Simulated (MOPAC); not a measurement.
Input for MOPAC: AM1 on HCl (SMILES Cl).

```
AM1 1SCF PRECISE CHARGE=0 THREADS=1
ClH

Cl     0.24084967 1     0.21108879 1     0.53839579 1
H      0.54917045 1     0.09146556 1     1.79286712 1
```

It printed:

```
*******************************************************************************
 **                                                                           **
 **                              MOPAC v23.2.5                                **
 **                                                                           **
 *******************************************************************************
 ** MOPAC's Digital Object Identifier: https://doi.org/10.5281/zenodo.6511958 **
 **                                                                           **
 ** Please cite the open-source release paper for use of this MOPAC version:  **
 ** J. E. Moussa and J. J. P. Stewart (2026)                                  **
 ** MOPAC: An open-source semiempirical molecular orbital program             **
 ** J. Open Source Softw., 11(119), 8025, https://doi.org/10.21105/joss.08025 **
 *******************************************************************************

                              AM1 CALCULATION RESULTS

 *******************************************************************************
 *  AM1        - The AM1 Hamiltonian to be used
 *
 *
 *
 *                 CHARGE ON SYSTEM = 0
 *
 *
 *
 *  PRECISE    - TIGHTER CRITERIA TO BE USED
 *  1SCF       - DO 1 SCF AND THEN STOP
 *  THREADS=1  - MULTI-THREADING NOT USED
 *  T=         - A TIME OF 172800.0 SECONDS REQUESTED
 *  DUMP=N     - RESTART FILE WRITTEN EVERY 7200.0 SECONDS REQUESTED
 *******************************************************************************
AM1 1SCF PRECISE CHARGE=0 THREADS=1
 ClH

   ATOM   CHEMICAL          X               Y               Z
  NUMBER   SYMBOL      (ANGSTROMS)     (ANGSTROMS)     (ANGSTROMS)

     1      Cl          0.24084967  *   0.21108879  *   0.53839579  *
     2       H          0.54917045  *   0.09146556  *   1.79286712  *



          CARTESIAN COORDINATES

    NO.       ATOM           X           Y           Z

     1        Cl          0.2408      0.2111      0.5384
     2         H          0.5492      0.0915      1.7929

  H: (AM1): M.J.S. DEWAR ET AL, J. AM. CHEM. SOC. 107 3902-3909 (1985)
 Cl: (AM1): M.J.S. DEWAR AND E. G. ZOEBISCH, THEOCHEM, 180, 1 (1988).

           Empirical Formula: H Cl  =     2 atoms



      MOLECULAR POINT GROUP   :   C*v


      RHF CALCULATION, NO. OF DOUBLY OCCUPIED LEVELS = 4


 -------------------------------------------------------------------------------
 AM1 1SCF PRECISE CHARGE=0 THREADS=1
 ClH



     1SCF WAS SPECIFIED, SO BFGS WAS NOT USED
     SCF FIELD WAS ACHIEVED


                              AM1 CALCULATION
                                                       MOPAC v23.2.5 Linux




          FINAL HEAT OF FORMATION =        -24.55804 KCAL/MOL =    -102.75083 KJ/MOL


          COSMO AREA              =         54.72 SQUARE ANGSTROMS
          COSMO VOLUME            =         37.53 CUBIC ANGSTROMS

          IONIZATION POTENTIAL    =         12.318518 EV
          HOMO LUMO ENERGIES (EV) =        -12.319  1.798
          NO. OF FILLED LEVELS    =          4
          MOLECULAR WEIGHT        =         36.4609         POINT GROUP:  C*v

          MOLECULAR DIMENSIONS (Angstroms)

            Atom       Atom       Distance
            H     2   Cl     1     1.29733
            H     2   Cl     1     0.00000
           Cl     1    H     2     0.00000


          SCF CALCULATIONS        =          1





   ATOM   CHEMICAL          X               Y               Z
  NUMBER   SYMBOL      (ANGSTROMS)     (ANGSTROMS)     (ANGSTROMS)

     1      Cl          0.24084967  *   0.21108879  *   0.53839579  *
     2       H          0.54917045  *   0.09146556  *   1.79286712  *

                             CARTESIAN COORDINATES

   1   Cl        0.240849670     0.211088790     0.538395790
   2    H        0.549170450     0.091465560     1.792867120


           Empirical Formula: H Cl  =     2 atoms



      MOLECULAR POINT GROUP   :   C*v


                  EIGENVALUES
 -36.98112 -16.67584 -12.31852 -12.31852   1.79796


              NET ATOMIC CHARGES AND DIPOLE CONTRIBUTIONS

  ATOM NO.   TYPE          CHARGE      No. of ELECS.   s-Pop       p-Pop
    1         Cl          -0.171290        7.1713     1.98108     5.19021
    2          H           0.171290        0.8287     0.82871
 DIPOLE           X         Y         Z       TOTAL
 POINT-CHG.     0.254    -0.098     1.032     1.067
 HYBRID         0.081    -0.031     0.329     0.340
 SUM            0.335    -0.130     1.361     1.408


          ATOMIC ORBITAL ELECTRON POPULATIONS

     Atom    s        px        py        pz
    1 Cl   1.98108   1.95426   1.99312   1.24283
    2  H   0.82871

 **********************
 *                    *
 * JOB ENDED NORMALLY *
 *                    *
 **********************




 == MOPAC DONE ==
```

The run finished.

Cost: very roughly 0.020 core-seconds.
